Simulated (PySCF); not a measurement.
## How methods differ on the ionisation energy of Tc⁺

Tc⁺ [Kr] 4d5 5s1 (7S) → Tc²⁺ [Kr] 4d5 (6S), as a difference of total energies. All numbers are calculated (PySCF 2.14, no relativity, point nucleus, in dyall-av2z). Correlated levels: valence: [Kr] frozen; virtual orbitals above 40 to 60 times the deepest correlated orbital energy dropped. The calculations carry no spin-orbit coupling.

| method | ionisation energy (eV) | difference from reference (eV) |
| --- | --- | --- |
| UHF | 13.713 | -1.547 |
| LDA | 15.308 | +0.048 |
| PBE | 15.018 | -0.242 |
| PBE0 | 14.750 | -0.510 |
| r2SCAN | 14.897 | -0.363 |
| BP86 | 15.126 | -0.134 |
| revPBE | 14.899 | -0.361 |
| PBEsol | 15.026 | -0.234 |
| MP2 (valence) | 14.210 | -1.050 |
| SCS-MP2 (valence) | 13.879 | -1.381 |

Reference: 15.26 eV (semi-empirical (NIST evaluation); NIST Atomic Spectra Database, ionization energies).

These non-relativistic numbers lack the scalar-relativistic shift.
